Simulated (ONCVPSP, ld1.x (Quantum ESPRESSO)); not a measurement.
## Potentials for B (Z = 5) compared

Generated with ld1.x 7.5 (TM, RRKJ, ultrasoft, PAW), atompaw 4.2 or ONCVPSP 4.0.1. The cutoff is in Ry: for ld1.x and atompaw files where the sum of valence levels is converged to 10 mRy in a Bessel basis, for ONCV files where the hardest occupied wave has 1 mHa per electron of residual kinetic energy. The error is the largest all-electron minus pseudo excitation energy over each file’s own four to seven test configurations (ionisations up to +4, promotions, holes and added fractions of an electron), all of which were solved. The labels leave out finer settings (local radius, basis sizes, second energies), which also bear on the numbers. Spin-polarised tests are not counted. The rows are a selection from randomly drawn settings: files with unsolved tests, undetermined cutoffs or missed reference levels are left out.

A true bound ghost makes a file unfit for plane-wave use even where its test errors are small: the radial tests pick states by their node count and pass the ghost by.

| potential | cutoff (Ry) | largest error (meV) | bound ghosts |
| --- | --- | --- | --- |
| ONCV, PBE, non-relativistic, rc 1.20/2.40 (sp), local s, core correction yes, reference 2s1 2p2, qcut 5.9/4.6, projectors 0/2 | 25 | +313 | none |
| PAW, LDA (PZ), scalar-relativistic, rc 1.30/3.15/2.55 (spd), local smoothed, core correction yes, reference 2s1.75 2p1.25 | 15 | -5.3 | none |
| ONCV, PBE, non-relativistic, rc 1.25/2.35 (sp), local smoothed, core correction yes, reference 2s2 2p1, qcut 4/7.2, projectors 2/3 | 42 | +80 | none |
| ONCV, LDA (Perdew-Wang 92), non-relativistic, rc 1.45/1.95/1.60 (spd), local smoothed, core correction yes, reference 2s2 2p1, qcut 4/4.2/5.1, projectors 1/3/2 | 43 | +81 | none |
| ONCV, PBE, scalar-relativistic, rc 1.30/1.10/1.40 (spd), local smoothed, core correction yes, reference 2s2, qcut 4.8/6.5/7.6, projectors 2/2/2 | 25 | +15 | p |

Q: Fill in the row for B: ONCV, LDA (Perdew-Zunger), non-relativistic, rc 1.20/2.95 (sp), local smoothed, core correction yes, reference 2s2 2p1, qcut 6.2/4.7, projectors 2/2.

A: cutoff 25 Ry, largest error +241 meV, bound ghosts: none.

Q: Fill in the row for B: ONCV, LDA (Perdew-Wang 92), non-relativistic, rc 1.15/2.95 (sp), local smoothed, core correction yes, reference 2s2 2p1, qcut 6.6/3.7, projectors 1/2.

A: cutoff 26 Ry, largest error +433 meV, bound ghosts: none.

Q: Fill in the row for B: ONCV, PBE, scalar-relativistic, rc 1.70/2.85 (sp), local smoothed, core correction yes, reference 2s2 2p0.75, qcut 3.7/5, projectors 1/3.

A: cutoff 15 Ry, largest error +188 meV, bound ghosts: none.
